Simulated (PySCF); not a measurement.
# `C=C[C@@H]1CO[C@@H]1[Se]C`, C₆H₁₀OSe

Geometry (Å), atoms numbered from 1 in this order:
```xyz
18

C    -2.8124    1.2898    0.3248
C    -1.6844    0.6749    0.6286
C    -1.0353   -0.3476   -0.2323
C    -0.6126   -1.6782    0.4175
O     0.7109   -1.5492   -0.1071
C     0.4686   -0.2252   -0.5135
Se    1.4662    1.0589    0.6384
C     3.2123    0.4653    0.0200
H    -3.2489    2.0277    0.9749
H    -3.3471    1.0786   -0.5873
H    -1.1619    0.9006    1.5521
H    -1.6030   -0.4987   -1.1526
H    -0.6112   -1.6581    1.5112
H    -1.1052   -2.5818    0.0554
H     0.7892   -0.0303   -1.5419
H     3.3644    0.7888   -1.0073
H     3.2399   -0.6189    0.0923
H     3.9620    0.9099    0.6683
```

Computed with TDDFT wB97X-D/def2-SVPD circular dichroism and optical rotation, one conformer, gas phase (PySCF). Geometry: GFN2-xTB.

The molecule is flexible and this is one conformer; a measurement averages over conformers. The calculation is non-relativistic, which matters for the atoms heavier than Zn.

(1) Assign R or S to each stereocentre.

(2) List the lowest 12 singlet excitations with oscillator and rotatory strengths.

Answers

(1) C3 R, C6 R.

(2) Rotatory strengths R in 10⁻⁴⁰ esu² cm², velocity form and length form (origin at the centre of mass); f in length form.
```csv
state,E (eV),λ (nm),f,R (velocity),R (length),main
1,4.81,258,0.001,+7.1,+6.4,"HOMO→LUMO 0.58, HOMO→LUMO+1 0.20"
2,5.83,213,0.019,+5.8,+5.6,"HOMO→LUMO+1 0.42, HOMO→LUMO+2 0.30"
3,6.15,202,0.016,+11.3,+11.7,"HOMO→LUMO+2 0.53, HOMO→LUMO+1 0.23"
4,6.32,196,0.042,-38.2,-40.1,"HOMO→LUMO+3 0.43, HOMO→LUMO+5 0.28"
5,6.61,188,0.041,+7.9,+8.4,"HOMO−1→LUMO 0.38, HOMO→LUMO+4 0.34"
6,6.75,184,0.044,-11.7,-10.2,"HOMO−1→LUMO 0.46, HOMO→LUMO+4 0.23"
7,7.05,176,0.008,-4.2,-4.4,"HOMO−1→LUMO+1 0.21, HOMO→LUMO+6 0.20"
8,7.13,174,0.009,-12.2,-11.3,"HOMO−1→LUMO+1 0.27, HOMO−1→LUMO+2 0.26"
9,7.15,173,0.086,+50.9,+51.5,"HOMO→LUMO+8 0.28, HOMO→LUMO+5 0.19"
10,7.34,169,0.426,+220.7,+219.1,"HOMO−2→LUMO 0.37, HOMO−1→LUMO+2 0.12"
11,7.39,168,0.157,-139.0,-137.6,"HOMO−2→LUMO 0.32, HOMO−1→LUMO+3 0.15"
12,7.49,166,0.042,+19.8,+19.2,"HOMO→LUMO+7 0.41, HOMO→LUMO+10 0.12"
```

Among the states computed, the strongest CD band (largest |R|) is state 10. The largest dissymmetry factor in size, g = 4R/(D+G), with D and G the electric and magnetic dipole strengths, is +0.049 for state 1 (velocity form, f = 0.001), among bands with |R| over 0.5. The mirror image has the same energies and oscillator strengths and all R with the opposite sign.
